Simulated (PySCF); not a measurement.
Harmonic spectrum computed at PBE0 in the def2-TZVP basis family (core potentials from Rb on, PySCF, no spin–orbit coupling):

```csv
symmetry,ω (cm⁻¹),IR (km/mol)
b,148,139
a,290,15.0
a,425,105
a,822,139
b,834,277
b,920,71.9
a,965,0.3
b,3808,85.8
a,3810,56.3
```

Task: Which molecule gave it? In each, all ligands are bound to the one heavy central atom.
A. Se(OH)₂ (singlet)
B. Mg(OH)₂ (singlet)
C. Si(OH)₂ (singlet)
D. P(OH)₂ (doublet)
E. Sn(OH)₂ (singlet)

Result: D. It has C2 symmetry with O–H 0.965 Å (×2), P–O 1.637 Å (×2).
